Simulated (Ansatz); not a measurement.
AsBFH$_{3}$ (`FB[AsH2]`) at its PBE0-D4/def2-TZVP geometry, where that method's forces vanish. The species carries charge 0 and has multiplicity 1.

```xyz
6

F     1.0459    0.9407    1.2832
B     0.4917   -0.1277    0.7425
As   -1.1504    0.0665   -0.4325
H     0.9297   -1.2001    1.0535
H    -0.6717   -0.9534   -1.4479
H    -0.6452    1.2740   -1.1988
```

(1) What forces (eV/Å) does r2SCAN-D4/def2-TZVPP give on these atoms in Ansatz 0.2.0? (Estimate.)

## Answers

(1) Computed: 
```
F1   0.055  0.136  0.066
B2  -0.033 -0.159 -0.072
As3  0.012  0.004 -0.042
H4  -0.015  0.019  0.000
H5  -0.011  0.035  0.029
H6  -0.008 -0.035  0.020
```
